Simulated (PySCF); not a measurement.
**Spinor energies of Ba³⁴⁺ (barium, charge +34)**

Start: [Ar] 3d4; 3d3/2 filled at m_j = -3/2, -1/2, +1/2, +3/2. Calculated with PySCF 2.14 in an uncontracted even-tempered set (16 s from 6.2 bohr⁻², ratio 2.8; 12 p from 8.1 bohr⁻², ratio 2.8; 8 d from 8.1 bohr⁻², ratio 2.8; 3 f from 27 bohr⁻², ratio 3): generalised Hartree-Fock with the X2C-1e Hamiltonian and a Gaussian nucleus; one run each with spin-orbit coupling (SO) switched off, then screened by Boettger's factors.

```json
{"spinor shell": "1s1/2", "electrons": "2", "ε, spin-free (eV)": "-39265.3", "ε, screened SO (eV)": "-39258.4", "weight of nominal j (screened SO)": "1.000", "rms radius, screened SO (bohr)": "0.0292"}
{"spinor shell": "2s1/2", "electrons": "2", "ε, spin-free (eV)": "-7645.7", "ε, screened SO (eV)": "-7642.5", "weight of nominal j (screened SO)": "1.000", "rms radius, screened SO (bohr)": "0.118"}
{"spinor shell": "2p1/2", "electrons": "2", "ε, spin-free (eV)": "-7022.5", "ε, screened SO (eV)": "-7300.0", "weight of nominal j (screened SO)": "1.000", "rms radius, screened SO (bohr)": "0.102"}
{"spinor shell": "2p3/2", "electrons": "4", "ε, spin-free (eV)": "-7022.5", "ε, screened SO (eV)": "-6895.1", "weight of nominal j (screened SO)": "1.000", "rms radius, screened SO (bohr)": "0.107"}
{"spinor shell": "3s1/2", "electrons": "2", "ε, spin-free (eV)": "-2697.7", "ε, screened SO (eV)": "-2696.6", "weight of nominal j (screened SO)": "1.000", "rms radius, screened SO (bohr)": "0.295"}
{"spinor shell": "3p1/2", "electrons": "2", "ε, spin-free (eV)": "-2490.0", "ε, screened SO (eV)": "-2565.3", "weight of nominal j (screened SO)": "1.000", "rms radius, screened SO (bohr)": "0.284"}
{"spinor shell": "3p3/2", "electrons": "4", "ε, spin-free (eV)": "-2490.0", "ε, screened SO (eV)": "-2455.0", "weight of nominal j (screened SO)": "1.000", "rms radius, screened SO (bohr)": "0.296"}
{"spinor shell": "3d3/2", "electrons": "4", "ε, spin-free (eV)": "-2255.9", "ε, screened SO (eV)": "-2258.4", "weight of nominal j (screened SO)": "1.000", "rms radius, screened SO (bohr)": "0.259"}
```

| quantity | spin-free | screened SO |
| --- | --- | --- |
| E (hartree) | -7308.79677 | -7312.88427 |
| M_J | 0 | 0 |
| ⟨J²⟩ | 4.001 | 0.000 |
| ⟨L²⟩ | 6.001 | 2.417 |
| ⟨S²⟩ | 6.000 | 2.417 |

Breit and QED terms are absent; they matter most for the inner s and p1/2 levels.

Densities and radii are taken from the X2C orbitals without a picture-change correction, which distorts them close to the nucleus.

Without spin-orbit coupling the j labels of p, d and f shells carry no meaning; the spin-free column gives the mean over the occupied spinors of each nl shell, and its ⟨J²⟩ belongs to a mixture of degenerate components.
